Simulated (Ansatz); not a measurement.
Basis-set series for CH4FIOSi, SMILES `FC(I)O[SiH3]`. Total charge 0; spin multiplicity 1. I: def2 effective core potential. The structure was optimised at the PBE0-D4/def2-TZVP level. It is one conformer, not always the lowest.

| functional | basis | functions | energy (Eh) | HOMO (eV) | LUMO (eV) |
| --- | --- | --- | --- | --- | --- |
| PBE0-D4 | def2-SVP | 106 | -802.20539 | -7.45 | -1.09 |
| PBE0-D4 | def2-QZVPP | 443 | -802.60225 | -7.58 | -1.29 |
| ωB97M-V | def2-SVP | 106 | -802.41889 | -9.62 | 0.98 |
| ωB97M-V | def2-QZVPP | 443 | -802.82195 | -9.78 | 0.62 |

(1) Give the rows for def2-TZVPP. (Estimate.)

Results:

(1) Computed: 
```
functional       basis  functions  energy (Eh)  HOMO (eV)  LUMO (eV)
   PBE0-D4  def2-TZVPP        241   -802.57955      -7.55      -1.23
   ωB97M-V  def2-TZVPP        241   -802.80067      -9.75       0.74
```

Positive LUMOs are unbound and depend on the basis.
